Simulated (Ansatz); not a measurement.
Relaxation of CH4AlNOS (9 atoms, charge 0, multiplicity 1), to a largest force component of 0.02 eV/Å in at most 50 steps.

Level of theory: Ansatz, UKS B3LYP/def2-SVP.

```xyz
9
Properties=species:S:1:pos:R:3
N -1.686 -0.494 0.826
C -0.637 0.111 0.434
O -0.498 1.495 0.513
Al 0.896 -0.980 -0.287
S 2.757 -0.022 -0.972
H -2.527 0.126 1.198
H -1.392 0.895 0.380
H 0.681 -2.556 -0.406
H 2.272 0.180 -2.220
```

Task: Where does it end, and by what steps?

Result: It converged. After 16 steps the energy has fallen by 3.981 eV; H9 moved furthest, 1.15 Å. Parted: C2–H7 (1.09 → 1.93 Å).

```tsv
step	energy less start (eV)	largest force component (eV/Å)	accepted
0	0.0000	7.079	yes
1	-1.0598	5.431	yes
2	-2.2431	3.904	yes
3	-3.0996	1.932	yes
4	-3.4191	2.363	yes
5	-3.6725	1.386	yes
6	-3.7864	0.639	yes
7	-3.8438	0.922	yes
8	-3.9202	0.610	yes
9	-3.9713	0.192	yes
10	-3.9749	0.114	yes
11	-3.9789	0.172	yes
12	-3.9802	0.055	yes
13	-3.9807	0.050	yes
14	-3.9809	0.035	yes
15	-3.9811	0.046	yes
16	-3.9811	0.006	yes
```

```xyz
9
Properties=species:S:1:pos:R:3
N -1.606 -0.654 0.843
C -0.622 -0.075 0.274
O -0.499 1.261 0.036
Al 0.859 -1.254 -0.328
S 2.512 -0.350 -1.444
H -2.355 -0.001 1.131
H -1.285 1.733 0.366
H 0.883 -2.799 -0.041
H 1.979 0.895 -1.373
```

The run took 52 s on 2 threads of INTEL(R) XEON(R) PLATINUM 8581C CPU @ 2.10GHz (Emerald Rapids), with other jobs on the host, peak memory 0.31 GiB.
